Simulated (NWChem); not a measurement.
System: C$_{2}$H$_{8}$N cation; SMILES C([NH3+])C

Output (shortened):

```
             Northwest Computational Chemistry Package (NWChem) 7.3.0
             --------------------------------------------------------

 CS  symmetry detected

                             Geometry "geometry" -> ""
                             -------------------------

 Output coordinates in angstroms (scale by  1.889725989 to convert to a.u.)

  No.       Tag          Charge          X              Y              Z
 ---- ---------------- ---------- -------------- -------------- --------------
    1 C                    6.0000     0.27628496    -1.29707585     0.00000000
    2 C                    6.0000    -0.61054000    -0.06388246     0.00000000
    3 N                    7.0000     0.23981048     1.21162223     0.00000000
    4 H                    1.0000    -0.36434742    -2.18403392     0.00000000
    5 H                    1.0000     0.90844054    -1.34886169    -0.89318000
    6 H                    1.0000     0.90844054    -1.34886169     0.89318000
    7 H                    1.0000    -1.24197712     0.00211747     0.88880800
    8 H                    1.0000    -1.24197712     0.00211747    -0.88880800
    9 H                    1.0000    -0.33982106     2.06064674     0.00000000
   10 H                    1.0000     0.84904928     1.25063492     0.82737000
   11 H                    1.0000     0.84904928     1.25063492    -0.82737000

 Effective nuclear repulsion energy (a.u.)      89.4654461050

      Symmetry information
      --------------------

 Group name             Cs
 Group number              2
 Group order               2
 No. of unique centers     8

                                 NWChem DFT Module
                                 -----------------

 Summary of "ao basis" -> "ao basis" (spherical)
 ------------------------------------------------------------------------------
       Tag                 Description            Shells   Functions and Types
 ---------------- ------------------------------  ------  ---------------------
 C                         def2-svpd                 8       20   4s2p2d
 N                         def2-svpd                 8       20   4s2p2d
 H                         def2-svpd                 4        8   2s2p

      Symmetry analysis of basis
      --------------------------

        a'         78
        a"         46

            General Information
            -------------------
          SCF calculation type: DFT
          Wavefunction type:  closed shell.
          No. of atoms     :    11
          No. of electrons :    26
           Alpha electrons :    13
            Beta electrons :    13
          Charge           :     1
          Spin multiplicity:     1
          Use of symmetry is: off; symmetry adaption is: on
          Maximum number of iterations: 150
          AO basis - number of functions:   124
                     number of shells:    56
          Convergence on energy requested:  1.00D-06
          Convergence on density requested:  1.00D-05
          Convergence on gradient requested:  5.00D-04

              XC Information
              --------------
                         B3LYP Method XC Potential
                     Hartree-Fock (Exact) Exchange  0.200
                        Slater Exchange Functional  0.800 local
                    Becke 1988 Exchange Functional  0.720 non-local
              Lee-Yang-Parr Correlation Functional  0.810
                  VWN I RPA Correlation Functional  0.190 local

             Grid Information
             ----------------
          Grid used for XC integration:  medium
          Radial quadrature: Mura-Knowles
          Angular quadrature: Lebedev.
          Tag              B.-S. Rad. Rad. Pts. Rad. Cut. Ang. Pts.
          ---              ---------- --------- --------- ---------
          C                   0.70       49          10.0       434
          N                   0.65       49          10.0       434
          H                   0.35       45          11.0       434
          Grid pruning is: on
          Number of quadrature shells:   507
          Spatial weights used:  Erf1

      Superposition of Atomic Density Guess
      -------------------------------------

 Sum of atomic energies:        -133.48887333

 Renormalizing density from      27.00 to     26

      Non-variational initial energy
      ------------------------------

[...]

                                NWChem TDDFT Module
                                -------------------

            General Information
            -------------------
           No. of orbitals :     248
            Alpha orbitals :     124
             Beta orbitals :     124
        Alpha frozen cores :       0
         Beta frozen cores :       0
     Alpha frozen virtuals :       0
      Beta frozen virtuals :       0
         Spin multiplicity :       1
    Number of AO functions :     124
        Use of symmetry is : off
      Symmetry adaption is : on
         Schwarz screening :  0.10D-07

              XC Information
              --------------
                  B3LYP Method XC Potential
              Hartree-Fock (Exact) Exchange   0.20
                 Slater Exchange Functional   0.80 local
             Becke 1988 Exchange Functional   0.72 non-local
       Lee-Yang-Parr Correlation Functional   0.81
           VWN I RPA Correlation Functional   0.19 local

             TDDFT Information
             -----------------
          Calculation type : TDDFT
         Wavefunction type : Restricted singlets
          No. of electrons :      26
           Alpha electrons :      13
            Beta electrons :      13
              No. of roots :       8
          Max subspacesize :    5600
            Max iterations :     100
               Target root :       1
           Target symmetry : none
      Symmetry restriction : off
                 Algorithm : Optimal
        Davidson threshold :  0.10D-03

    8 smallest eigenvalue differences (eV)
--------------------------------------------------------
  No. Spin  Occ  Vir  Irrep   E(Occ)    E(Vir)   E(Diff)
--------------------------------------------------------
    1    1   13   14 a"       -0.555    -0.199     9.698
    2    1   12   14 a'       -0.571    -0.199    10.118
    3    1   11   14 a'       -0.590    -0.199    10.640
    4    1   13   15 a"       -0.555    -0.137    11.388
    5    1   13   16 a'       -0.555    -0.133    11.478
    6    1   13   17 a"       -0.555    -0.133    11.489
    7    1   12   15 a'       -0.571    -0.137    11.808
    8    1   12   16 a"       -0.571    -0.133    11.898
--------------------------------------------------------

  Entering Davidson iterations
  Restricted singlet excited states

  Iter   NTrls   NConv    DeltaV     DeltaE      Time
  ----  ------  ------  ---------  ---------  ---------
    1      8       0     0.96E-01   0.10+100       19.0
    2     24       0     0.31E-01   0.33E-02       25.8
    3     40       0     0.23E-01   0.98E-03       26.9
    4     56       0     0.14E-01   0.14E-02       25.8
    5     72       0     0.56E-02   0.21E-03       28.0
    6     88       1     0.24E-02   0.16E-04       32.9
    7    102       1     0.10E-02   0.17E-05       25.8
    8    116       5     0.45E-03   0.26E-06       26.0
    9    122       7     0.21E-03   0.41E-07       14.7
   10    124       8     0.90E-04   0.68E-08       10.2
  ----  ------  ------  ---------  ---------  ---------
  Convergence criterion met

  Ground state a'       -135.449227650541 a.u.

  ----------------------------------------------------------------------------
  Root   1 singlet a"             0.320609951 a.u.                8.7242 eV
  ----------------------------------------------------------------------------
     Transition Moments    X  0.00000   Y  0.00000   Z -0.06127
     Dipole Oscillator Strength                    0.0008024466
     Electric Quadrupole                           0.0000001679
     Magnetic Dipole                               0.0000009167
     Total Oscillator Strength                     0.0008035312

     Occ.   13  a"  ---  Virt.   14  a'   0.99657 X
  ----------------------------------------------------------------------------
  Root   2 singlet a'             0.341453072 a.u.                9.2914 eV
  ----------------------------------------------------------------------------
     Transition Moments    X  0.13478   Y  0.49434   Z  0.00000
     Dipole Oscillator Strength                    0.0597634642
     Electric Quadrupole                           0.0000001302
     Magnetic Dipole                               0.0000000254
     Total Oscillator Strength                     0.0597636198

     Occ.   11  a'  ---  Virt.   14  a'   0.09113 X
     Occ.   12  a'  ---  Virt.   14  a'  -0.98949 X
  ----------------------------------------------------------------------------
  Root   3 singlet a'             0.353572586 a.u.                9.6212 eV
  ----------------------------------------------------------------------------
     Transition Moments    X -0.05138   Y -0.16390   Z -0.00000
     Dipole Oscillator Strength                    0.0069544213
     Electric Quadrupole                           0.0000000926
     Magnetic Dipole                               0.0000014450
     Total Oscillator Strength                     0.0069559590

     Occ.   11  a'  ---  Virt.   14  a'   0.99275 X
     Occ.   12  a'  ---  Virt.   14  a'   0.08983 X
  ----------------------------------------------------------------------------
  Root   4 singlet a"             0.380331986 a.u.               10.3494 eV
  ----------------------------------------------------------------------------
     Transition Moments    X -0.00000   Y  0.00000   Z  0.27597
     Dipole Oscillator Strength                    0.0193102845
     Electric Quadrupole                           0.0000007707
     Magnetic Dipole                               0.0000042334
     Total Oscillator Strength                     0.0193152885

[...]
```

Level: B3LYP/def2-SVPD, full TDDFT. Structure relaxed at the B3LYP/6-31G* (spherical d) level.

Task: Write an input that gives this output.

Result: One answer among several that fit: the input that was run:
```
start job
memory heap 200 mb stack 900 mb global 1100 mb
charge 1
geometry units angstroms noautoz
  C      0.276312    -1.303644     0.000000
  C     -0.610380    -0.070355     0.000000
  N      0.240108     1.205058     0.000000
  H     -0.364416    -2.190533     0.000000
  H      0.908462    -1.355498    -0.893180
  H      0.908462    -1.355498     0.893180
  H     -1.241810    -0.004287     0.888808
  H     -1.241810    -0.004287    -0.888808
  H     -0.339432     2.054145     0.000000
  H      0.849351     1.244005     0.827370
  H      0.849351     1.244005    -0.827370
end
basis spherical
  * library def2-svpd
end
dft
  xc b3lyp
  iterations 150
end
tddft
  nroots 8
  notriplet
end
task tddft energy
```
